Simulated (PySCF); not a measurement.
**Magnetisability: `C#C[B@H-](C#N)[NH2+]CC=C`, C6H9BN2**

Geometry:
| atom | x (Å) | y (Å) | z (Å) |
| --- | --- | --- | --- |
| C1 | 2.379 | -2.068 | -0.613 |
| C2 | 2.120 | -0.897 | -0.672 |
| B3 | 1.788 | 0.616 | -0.748 |
| C4 | 2.064 | 1.332 | 0.605 |
| N5 | 2.232 | 1.881 | 1.601 |
| N6 | 0.156 | 0.736 | -0.970 |
| C7 | -0.639 | 0.133 | 0.111 |
| C8 | -2.111 | 0.269 | -0.128 |
| C9 | -2.963 | -0.737 | -0.091 |
| H10 | 2.618 | -3.092 | -0.564 |
| H11 | 2.301 | 1.178 | -1.667 |
| H12 | -0.071 | 1.724 | -1.059 |
| H13 | -0.058 | 0.276 | -1.853 |
| H14 | -0.350 | -0.917 | 0.196 |
| H15 | -0.360 | 0.638 | 1.042 |
| H16 | -2.458 | 1.276 | -0.331 |
| H17 | -4.018 | -0.599 | -0.253 |
| H18 | -2.638 | -1.743 | 0.117 |

Computed, not measured: PySCF 2.14.0, GIAO B3LYP/pcSseg-1 magnetisability, rotational g tensor and spin-rotation constants, non-relativistic, gas phase. Geometry: GFN2-xTB.

(1) How diamagnetic is it, and how anisotropic?

(2) Split it along the inertial axes a, b, c into diamagnetic and paramagnetic parts about the centre of mass, with the quadrupole moment.

(3) And the rotational g tensor?

Answers

(1) Isotropic -1328 × 10⁻³⁰ J/T², or -80.0 × 10⁻⁶ cm³/mol; principal values -1459, -1280, -1247 × 10⁻³⁰ J/T², anisotropy 197 × 10⁻³⁰ J/T² (root of half the summed squared differences of the principal values). The susceptibility is in cgs units.

(2) 
| axis | χ (10⁻⁶ cm³/mol) | diamagnetic (10⁻⁶ cm³/mol) | paramagnetic (10⁻⁶ cm³/mol) | summed x² of all electrons (Å²) | quadrupole Θ (D Å) |
| --- | --- | --- | --- | --- | --- |
| a | -77.0 | -671.7 | 594.7 | 265.8 | -3.74 |
| b | -82.5 | -1302.0 | 1219.5 | 117.2 | -1.86 |
| c | -80.5 | -1624.7 | 1544.2 | 41.1 | +5.61 |

Anisotropies 2χaa − χbb − χcc = +9.1 and 2χbb − χaa − χcc = -7.4 × 10⁻⁶ cm³/mol. Θ is traceless in Buckingham's convention.

(3) 
| axis | rotational constant (GHz) | g | nuclear part | electronic part |
| --- | --- | --- | --- | --- |
| a | 2.0987 | -0.0219 | 0.5645 | -0.5864 |
| b | 0.9921 | -0.0083 | 0.5601 | -0.5684 |
| c | 0.7732 | -0.0088 | 0.5521 | -0.5609 |

Asymmetric top; isotopes 11B, 12C, 1H, 14N; no vibrational averaging.
